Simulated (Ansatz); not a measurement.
`CC[SiH2]CO` + HI → `CC[SiH2]I` + CH₃OH  (ligand exchange at the Si–C bond)

Calculated with Ansatz (gas phase, PBE0-D4/def2-TZVP geometries, no zero-point term in ΔE). CBS: MP2 limit from def2 TZ/QZ plus the TZ coupled-cluster correction, frozen cores. This one scheme is used for every species. Functionals use def2-TZVPP. def2 core potentials past Kr. For I outer-core shells are correlated without core-valence functions, which leaves a few kJ/mol of doubt a bond. Each species was taken in one conformer, which may not be the lowest.

`CC[SiH2]CO`:

Z-matrix (Å, degrees):
```
C
C 1 1.526
H 1 1.093 2 111.7
H 1 1.094 2 111.9 3 -120.2
H 1 1.093 2 111.3 3 120.2
Si 2 1.880 1 113.9 3 -179.3
H 2 1.096 1 110.7 3 58.2
H 2 1.095 1 110.3 3 -57.8
C 6 1.894 2 109.8 1 -58.8
H 6 1.489 2 109.8 1 -179.6
H 6 1.493 2 109.8 1 60.8
O 9 1.425 6 112.5 2 -53.4
H 9 1.100 6 111.0 2 72.1
H 9 1.093 6 109.5 2 -171.3
H 12 0.960 9 108.5 6 60.8
```

HI:

Cartesian coordinates in Å:
```
I 0.178 0.734 -0.278
H -0.178 -0.734 0.278
```

`CC[SiH2]I`:

Cartesian coordinates in Å:
```
C 1.408 0.492 -0.064
C 0.341 -0.598 0.014
Si -1.389 0.108 0.038
I -3.039 -1.697 0.169
H 1.300 1.096 -0.968
H 1.355 1.169 0.792
H 2.412 0.060 -0.078
H 0.471 -1.209 0.913
H 0.417 -1.282 -0.837
H -1.600 0.983 1.219
H -1.676 0.878 -1.198
```

CH₃OH:

Cartesian coordinates in Å:
```
C 0.315 0.135 0.096
O -0.592 -0.626 -0.668
H 1.303 -0.009 -0.345
H 0.358 -0.192 1.142
H 0.085 1.207 0.072
H -1.470 -0.516 -0.297
```

```
     species  PBE energy (Eh)
`CC[SiH2]CO`       -484.72567
          HI       -298.29145
 `CC[SiH2]I`       -667.42647
       CH₃OH       -115.63194
```

**Question.** Work out ΔE.

**Answer.** ΔE = (-667.42647) + (-115.63194) − (-484.72567) − (-298.29145) = -0.04129 Eh = -25.9 kcal/mol. CCSD(T)/CBS gives -27.4 kcal/mol.

Largest T1 diagnostic among the species: 0.010.

In def2-TZVPP, CCSD(T) changes the Hartree–Fock value by +4.4 kcal/mol (the triples alone add +0.3 kcal/mol) and MP2 by +1.8 kcal/mol. From PBE to PBE0 (25 % exact exchange), in def2-TZVPP and without D4, ΔE moves by −1.3 kcal/mol.
